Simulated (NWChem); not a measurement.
System: C$_{3}$H$_{4}$F$_{2}$; SMILES C(F)(C=C)F

```xyz
9

C      0.0015     1.9025     0.2245
C      0.6599     0.8181    -0.1770
C      0.0085    -0.5140    -0.3955
F      0.7038    -1.4816     0.2866
F     -1.2790    -0.5173     0.0615
H     -1.0641     1.8725     0.4293
H      0.5084     2.8525     0.3652
H      1.7269     0.8403    -0.3888
H     -0.0137    -0.8155    -1.4506
```
Atoms are numbered in this order, from 1.

Results from NWChem. All runs use the structure optimised with B3LYP/6-31G* (spherical d).

Q: Order these by “orbital gap (eV)”, lowest first: PBE/def2-SVP; PBE0/def2-SVP; CAM-B3LYP/def2-SVP.

A: PBE/def2-SVP (5.70), PBE0/def2-SVP (7.96), CAM-B3LYP/def2-SVP (10.56)
